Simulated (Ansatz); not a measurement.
CH$_{4}$OSn (`[CH3][Sn][OH]`), charge 0, multiplicity 1.

Problem. Give a relaxed structure at PBE0-D4/def2-TZVP (Ansatz). (Estimate.)

Solution. The calculation gave: 
```xyz
7

C     0.2374   -0.2776    0.8790
Sn    1.2387    0.5571   -0.8868
O    -0.4102    0.6512   -1.9881
H    -0.5422    0.4119    1.2192
H     0.9260   -0.4580    1.7067
H    -0.2454   -1.2242    0.6152
H    -1.2043    0.3396   -1.5452
```
Point group Cs.
